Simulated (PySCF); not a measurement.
Level of theory: CAM-B3LYP-D3(BJ)/def2-TZVP (PySCF). All species are isolated molecules in the gas phase. One relaxed conformer stands for a flexible species; it need not be the lowest. Excitations are Tamm–Dancoff values on a coarser integration grid. The basis has no diffuse functions, so Rydberg states are missing or too high.

Reference species (SMILES): `C(/C(=C/Cl)[SiH3])=C` (C–C–C–Si torsion 0°) (neutral, multiplicity 1).

```yaml
HOMO: -8.10 eV
LUMO: -0.14 eV
HOMO–LUMO gap: 7.96 eV
T1 excitation (TDA): 3.16 eV
```

Changed species: `[SiH3]/C=C/C=C/Cl` (C–C–C–C torsion 180°).

Problem. Give the shifts of the HOMO, LUMO, HOMO–LUMO gap and T1 excitation (TDA).

Solution. the HOMO is nearly the same; the LUMO drops by 0.20 eV, to -0.34 eV; the HOMO–LUMO gap decreases by 0.19 eV, to 7.77 eV; the T1 excitation (TDA) decreases by 0.08 eV, to 3.08 eV.
